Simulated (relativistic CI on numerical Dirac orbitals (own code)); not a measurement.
V⁺: resonant inelastic scattering at the L2,3 edge

Computed with this model: Dirac-Coulomb-Breit CI, KLI orbitals optimised for each configuration, QED by a radiative potential, valence Slater integrals scaled by 0.8, Kramers-Heisenberg scattering through one core-hole configuration in a parametric crystal field; configurations [Ar] 3d4 → [He] 2s2 2p5 3s2 3p6 3d5; 300 K; core-hole width 0.4 eV; summed over polarisations. Incident energies are the highest absorption maxima for each field (at most a few, so the weaker spin-orbit partner edge can be absent), on the computed scale of the free ion. Intensities are in per cent of the strongest line above 0.02 eV; levels within 1 cm⁻¹ are merged; final levels count from the ground level, the first row holds all elastic scattering, lines under 0.4 are left out and each table stops after 24 rows. The scale of the Slater integrals is a model choice and moves the terms in proportion.

Field parameters in Wybourne normalisation: D3d B²₀ = −7Dσ, B⁴₀ = −14Dq − 21Dτ, B⁴₃ = −14√(10/7) Dq. The field is a parameter set, without covalency.

S is read from ⟨S²⟩ = S(S + 1).

D3d, 10Dq = 11400, Dσ = -1200, Dτ = 20 cm⁻¹:

```csv
Final level (eV),Degeneracy,Irrep,S,513.1 eV,514.5 eV,519.8 eV
0.000,2,E,2.00,519.6,1168.1,176.9
0.001,1,A1,2.00,13.8,68.5,20.4
0.001,1,A2,2.00,16.3,53.9,12.8
0.002,2,E,2.00,21.2,120.2,17.1
0.004,2,E,2.00,37.4,114.9,32.6
0.005,2,A1+A2,2.00,33.1,68.8,26.1
0.251,1,A1,1.01,5.7,20.8,6.2
0.251,1,A2,1.01,5.2,21.8,7.4
0.259,2,E,1.00,11.3,47.0,9.6
0.267,2,E,1.00,9.8,37.1,8.9
0.591,1,A1,1.00,5.6,18.5,2.8
0.592,2,E,1.00,9.5,30.8,6.8
1.022,1,A1,0.01,0.5,2.6,0.8
1.168,3,A1+E,2.00,6.2,25.9,85.7
1.168,2,E,2.00,4.5,15.7,42.7
1.204,2,E,0.01,1.2,4.5,1.3
1.409,2,E,0.03,1.3,3.1,1.1
1.460,1,A1,1.00,1.9,7.7,3.3
1.460,2,E,1.00,3.3,11.2,9.9
1.532,2,E,1.00,2.6,10.6,10.7
1.537,2,E,1.00,2.5,11.1,5.3
1.542,1,A2,1.00,1.7,5.9,2.2
1.543,1,A1,1.00,1.1,6.8,1.5
1.614,1,A2,1.85,1.4,11.0,14.1
```

D3d, 10Dq = 11400, Dσ = -860, Dτ = 20 cm⁻¹:

```tsv
Final level (eV)	Degeneracy	Irrep	S	513 eV	514.5 eV	519.7 eV
0.000	2	E	2.00	477.5	880.0	146.0
0.000	1	A1	2.00	11.3	48.6	20.3
0.001	1	A2	2.00	12.6	41.5	12.3
0.002	2	E	2.00	18.9	83.1	19.1
0.003	2	E	2.00	29.9	80.7	31.5
0.004	2	A1+A2	2.00	22.9	54.4	23.5
0.294	1	A1	1.00	3.0	15.4	3.7
0.295	1	A2	1.00	2.9	17.1	3.9
0.302	2	E	1.00	6.3	34.4	5.4
0.309	2	E	1.00	5.5	27.4	4.3
0.530	1	A1	1.00	3.3	14.0	1.9
0.531	2	E	1.00	6.0	25.1	4.3
1.094	1	A1	0.01	0.3	1.8	0.4
1.225	2	E	0.03	0.6	3.5	0.8
1.238	3	A1+E	2.00	4.3	19.2	94.6
1.239	2	E	2.00	3.2	11.5	42.3
1.373	2	E	0.01	0.6	2.3	0.7
1.525	1	A1	1.02	1.3	5.8	2.5
1.525	2	E	1.02	2.4	8.5	6.6
1.548	2	A1+A2	1.99	3.2	19.6	26.5
1.552	2	E	1.97	2.7	13.8	36.7
1.557	2	E	1.98	2.5	13.1	47.4
1.560	2	E	1.02	1.6	8.5	5.9
1.561	1	A2	1.99	1.2	5.3	42.0
```

For the first field the strongest loss at the lowest incident energy is the level at 0.26 eV (S = 1.00, against 2.00 in the thermal ground state). Levels of other spin, the first over 8 % at 0.25 eV, appear because spin-orbit coupling of the core hole, and in heavier ions of the valence shell too, mixes spins.
